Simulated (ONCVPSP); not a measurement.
# What one change does to a pseudopotential (iridium (Ir), ONCV)

* Element: Ir
* Generator: ONCVPSP 4.0.1
* Type: optimised norm-conserving Vanderbilt (ONCV)
* Functional: BLYP
* Relativity: scalar-relativistic
* Frozen core: [Kr] 4d10 4f14
* Valence charge: 17
* Reference configuration: 5s2 5p6 5d7 6s1.75 (charge +0.25)
* Partial waves: 5s+6s: rc 1.70 bohr, ncon 4, nbas 8, qcut 7.5 1/bohr, 3 projectors, debl 3.4 Ha; 5p: rc 1.15 bohr, ncon 4, nbas 9, qcut 8.6 1/bohr, 1 projector; 5d: rc 2.00 bohr, ncon 4, nbas 8, qcut 7.1 1/bohr, 2 projectors, debl 3.8 Ha
* Local potential: polynomial inside 1.10 bohr (lpopt 5, dvloc0 1 Ha)
* Core correction: Teter function, fcfact 3.25, rcfact 1.05

Change: all radii but the core radius scaled by about 1.25 (s 2.12, p 1.44, d 2.50 bohr); local potential polynomial inside 1.38 bohr (lpopt 5, dvloc0 1 Ha).

Cutoffs: the cutoffs (Ha) at which the residual kinetic energy of the hardest occupied pseudo-wave falls to 1 and 0.1 mHa per electron; they do not see the model core or the augmentation charge, which bear on the density cutoff. Errors are all-electron minus pseudo energies relative to the spin-unpolarised reference configuration.

Problem. What does the change do?

Solution. The potential gets softer (35 Ha and 127 Ha → 28 Ha and 33 Ha); of the 4 tests that both files solve, the error grows in 2 and shrinks in 1 by more than 15 % and 0.3 meV (median size 7.3 → 7.3 meV); neither file shows a bound ghost. A larger radius leaves more room for a smooth pseudo-wave, so fewer plane waves are needed.

| quantity | base | changed |
| --- | --- | --- |
| cutoff, loose | 35 Ha | 28 Ha |
| cutoff, tight | 127 Ha | 33 Ha |
| loose cutoff by channel | s 20 Ha, p 35 Ha, d 18 Ha | s 14 Ha, p 28 Ha, d 16 Ha |
| bound ghosts | none | none |
| GHOST(+) flags under 300 eV | s at 286.2 eV | none |
| error for 5s2 5p6 5d7 6s2, meV [ΔE -1.78 eV] | +0.7 | +0.7 |
| error for 5s2 5p6 5d7 6s1, meV [ΔE 8.07 eV] | -3.2 | -3.8 |
| error for 5s2 5p6 5d7 6s0, meV [ΔE 25.61 eV] | -11 | -17 |
| error for 5s2 5p6 5d5 6s0, meV [ΔE 99.52 eV] | -22 | +11 |
| rms error of d²Exc/dni dnj with the model core, mHa | 3.45 | 3.77 |
